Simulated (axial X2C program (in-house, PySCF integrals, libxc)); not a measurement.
# Nuclear properties of OTeO

Computed with an axial X2C code built on PySCF integrals: two-component X2C with atomic mean-field Coulomb and Gaunt terms, Gaussian nuclei, basis O dyall-av3z, Te dyall-v3z with contracted cores.

O–Te–O held linear, with bonds 1.855 and 1.855 Å (near the PBE0 minimum at charge 0 of the determinant lowest at the starting distance; the state shown can have its own minimum elsewhere, held linear; other orders of the atoms were not compared).

Determinant lowest in the PBE0 search, Ω = 0 (closed shell), highest spinor 66% O p, 14% Te d, 10% Te s:

```csv
level,qzz O (a.u.),qzz Te (a.u.)
PBE0,-1.16,-3.63
HF,-1.31,-4.61
BHandHLYP,-1.25,-3.81
```

qzz is the electric field gradient, eQq0 = 234.96 MHz × Q/barn × qzz. The operators were transformed with the bare-nucleus X2C matrices; with these basis sets, hyperfine constants and field gradients can be off by tens of per cent, and where levels differ in sign neither size nor sign is settled.

Q: With Q(17O) = -0.02558 barn (Q from Pyykkö, Mol. Phys. 2018), turn the PBE0 values of the first state into constants in MHz.

A: eQq0(17O) = 234.96 × (-0.02558) × (-1.16) = 6.97 MHz.

The molecule was held linear; bending was not examined, so a bent shape may lie lower.

Each state is one determinant with collinear spin. At HF a later determinant lies lower. States lie within half an eV, so the first need not be the ground state. Further determinants of the search, some of them spin-mixed, are not shown.
